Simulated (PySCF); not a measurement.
Si(Me)2(Cl)2 (C2H6Cl2Si), SMILES C[Si](C)(Cl)Cl. Geometry: PBE-D3(BJ)/def2-SVP. The isomer is the one that the SMILES or the coordinates give; other isomers of the formula were not compared.

All values below come from PySCF 2.14.0 with PBE-D3(BJ)/def2-SVP.

Harmonic wavenumbers (cm⁻¹): 152, 153, 161, 163, 209, 213, 227, 458, 543, 673, 679, 731, 785, 813, 835, 1218, 1222, 1370, 1371, 1377, 1384, 2980, 2981, 3082, 3083, 3093, 3093. Rotational constants (GHz): 2.512, 1.758, 1.556; symmetry number 2.

Problem. Work out the zero-point energy and the ideal-gas rigid-rotor harmonic-oscillator thermochemistry at 298.15 K and 1 atm.

Solution. ZPE = ½ Σ hcν = ½ × 33049 cm⁻¹ = 47.25 kcal/mol. H − E(el) = 52.89 kcal/mol. Entropy in cal/(mol K): translation 40.48, rotation 26.86, vibration 19.33, total 86.67. G − E(el) = 27.05 kcal/mol. Cp = 28.74 cal/(mol K).
